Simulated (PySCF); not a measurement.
**Working out the excitation energy of C**

C [He] 2s2 2p2 (3P) → C [He] 2s1 2p2 3s1 (5P). Calculation: PySCF 2.14, in x2c-TZVPPall with one added diffuse shell each of s, p, d type (6s4p3d1f, 40 functions); the spin-free X2C one-electron Hamiltonian (Gaussian nucleus). Frozen: 1s2. Energies in hartree (1 hartree = 27.21139 eV):

| part | C (lower) | C (upper) |
| --- | --- | --- |
| UHF | -37.707504 | -37.303840 |
| CCSD correlation | -0.086819 | -0.020687 |
| (T) | -0.002084 | -0.000165 |

Task: What does Hartree-Fock give?

Result: (-37.303840) − (-37.707504) = 0.403664 hartree = 10.984 eV.

Task: What do CCSD and CCSD(T) give?

Result: The CCSD correlation energies differ by 0.066132 hartree = 1.800 eV and the triples by 0.001919 hartree = 0.052 eV, so CCSD gives 12.784 eV and CCSD(T) 12.836 eV.

The upper state lies above the first ionisation limit, but in LS coupling its spin forbids autoionisation to the ground ion. A Rydberg-like electron needs more diffuse functions than a valence basis has.
